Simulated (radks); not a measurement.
Neutral neodymium inside a hard spherical wall (all orbitals vanish at R), configuration held at [Xe] 4f4 6s2 and not refilled when levels cross. Calculated with a radial shooting solver on a logarithmic mesh with Libxc functionals: scalar-relativistic Kohn-Sham, r2SCAN, spin-unpolarised, spherical densities, finite nucleus; meta-GGA in the generalised Kohn-Sham scheme; Fermi nuclear charge, rms radius 4.9123 fm. Eigenvalues in eV, with the zero of energy where the potential of the charges vanishes at infinity; a dash marks a level that is unbound or too diffuse for the functional's potential to be trusted. A positive occupied level is held by the wall or, in an anion where self-interaction has pushed it up, behind a barrier. The pressure on the wall is -dE/dV.

R (bohr)  E (hartree)  kinetic (hartree)    e(5s)    e(5p)   e(6s)  e(5d, empty)   e(4f)  e(6p, empty)  pressure (GPa)
free       -9624.5185          10243.059  -41.800  -22.964  -3.567        -1.788  -1.455        -1.136               0
20         -9624.5185          10243.059  -41.800  -22.964  -3.567        -1.788  -1.455        -1.136        < 0.0001
15         -9624.5185          10243.060  -41.796  -22.960  -3.564        -1.784  -1.451        -1.126        0.000326
12         -9624.5179          10243.066  -41.748  -22.912  -3.530        -1.743  -1.404        -1.044         0.00970
8          -9624.4928          10243.219  -40.907  -22.088  -2.777        -1.008  -0.578         0.330           0.837
7          -9624.4561          10243.390  -40.203  -21.407  -1.960        -0.351   0.124         1.690            2.64
6          -9624.3659          10243.754  -39.050  -20.312  -0.241         0.820   1.297         4.410            9.00
4          -9623.3653          10247.498  -33.030  -14.594  14.672         8.477   8.082        25.030             201
3          -9620.0568          10259.532  -21.752   -2.471  52.287        25.618  21.806        70.254            1800
2.5        -9614.3419          10278.586   -6.946   14.762  104.65        49.227  38.232        129.08            6790
2          -9598.0032          10328.833   30.012   58.344  226.80        105.68  71.048        261.02           32500
